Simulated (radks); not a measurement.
Task: The mean radii <r> (bohr) of the occupied orbitals of an atom or ion are listed with their occupations. Method: non-relativistic Kohn-Sham, TPSS, spin-unpolarised, spherical densities, point nucleus; meta-GGA in the generalised Kohn-Sham scheme; computed with a radial shooting solver on a logarithmic mesh with Libxc functionals.

| orbital | occ. | <r> |
|---|---|---|
| 1s | 2 | 0.1992 |
| 2s | 2 | 1.082 |
| 2p | 3 | 1.110 |

Name the element and its charge.

Result: Z = 8, oxygen, charge +1: O+ in [He] 2s2 2p3. The 1s radius gives Z: for a bare nucleus <r> = 1.5/Z, 0.1875 bohr for Z = 8, and screening makes it slightly larger (0.1992 here). The occupations add up to 7, and the charge is Z minus that.
